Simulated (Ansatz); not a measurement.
CH$_{6}$GeOSi, SMILES `O=[CH][GeH2][SiH3]` at its PBE0-D4/def2-TZVP geometry, where that method's forces vanish. Total charge 0; spin multiplicity 1.

```xyz
10

O     0.0662    2.1885    1.7010
C     0.4081    1.0439    1.6048
Ge    0.9056    0.1977   -0.1479
Si   -1.0112   -0.9007   -1.0398
H     0.4390    0.3914    2.5096
H     2.0264   -0.8254    0.1208
H     1.4146    1.3036   -1.0832
H    -2.0779    0.0982   -1.3047
H    -0.6617   -1.5989   -2.3043
H    -1.5091   -1.8983   -0.0563
```

Q: What forces (eV/Å) does r2SCAN-D4/def2-TZVPP give on these atoms in the Gaussian-basis code of Ansatz? (Estimate.)

A: The calculation gave: 
```
O1  -0.112  0.366  0.028
C2   0.093 -0.263 -0.013
Ge3  0.042 -0.045 -0.073
Si4  0.022  0.001 -0.004
H5   0.005 -0.057  0.040
H6  -0.040  0.033 -0.019
H7  -0.021 -0.044  0.036
H8   0.022 -0.022  0.005
H9  -0.019  0.009  0.022
H10  0.009  0.022 -0.023
```
